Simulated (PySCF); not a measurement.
N-methyl-N-silylmethanamine (C2H9NSi), SMILES CN(C)[SiH3]. Atoms are numbered in the order given.

```xyz
13

C     -1.1457    -0.0311    -1.2117
N     -0.3770     0.1592     0.0000
C     -1.1457    -0.0311     1.2117
Si     1.3524    -0.0119     0.0000
H     -2.0183     0.6499    -1.2290
H     -1.5359    -1.0657    -1.3224
H     -0.5334     0.1926    -2.0994
H     -2.0183     0.6499     1.2290
H     -0.5334     0.1926     2.0994
H     -1.5359    -1.0657     1.3224
H      1.8708    -1.4258     0.0000
H      1.8793     0.6492     1.2313
H      1.8793     0.6492    -1.2313
```

Geometry optimised at r2SCAN-D4/def2-SVP.

The numbers are results of PBE/def2-TZVP in PySCF, not measurements.

Symmetry labels are those of the subgroup Cs that the program uses (full group Cs).

Q: List the valence orbital energies around the gap with their symmetry. (The exact figures need the calculation; the answer reports its results.)

A: 
| orbital | symmetry | energy (eV) |
|---|---|---|
| HOMO−7 | A' | -11.01 |
| HOMO−6 | A' | -10.93 |
| HOMO−5 | A" | -9.42 |
| HOMO−4 | A" | -9.01 |
| HOMO−3 | A' | -8.49 |
| HOMO−2 | A" | -8.10 |
| HOMO−1 | A' | -8.10 |
| HOMO | A' | -5.08 |
| LUMO | A' | -0.31 |
| LUMO+1 | A" | 0.64 |
| LUMO+2 | A' | 0.67 |
| LUMO+3 | A' | 1.14 |
